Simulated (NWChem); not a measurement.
Molecule: C$_{2}$H$_{6}$OSi; SMILES C1C[SiH2]O1

```xyz
10

C      0.2162    -1.2771     0.0000
C     -1.1464    -0.5414     0.0000
Si    -0.0543     0.9949     0.0000
O      1.1555    -0.1880     0.0000
H      0.3677    -1.9090     0.8922
H      0.3677    -1.9090    -0.8922
H     -1.7600    -0.7173     0.8946
H     -1.7600    -0.7173    -0.8946
H     -0.0591     1.8695    -1.2110
H     -0.0591     1.8695     1.2110
```
Atoms are numbered in this order, from 1.

Program: NWChem. Medium grid unless said otherwise, to which SCAN and Minnesota functionals are sensitive. All runs use the structure optimised with PBE0/def2-SVP.

Question: Order these by “highest occupied level (eV)”, lowest first: CAM-B3LYP/def2-SVP; PBE/def2-SVP; B3LYP/def2-SVP.

Answer: CAM-B3LYP/def2-SVP (-9.07), B3LYP/def2-SVP (-7.42), PBE/def2-SVP (-6.12)
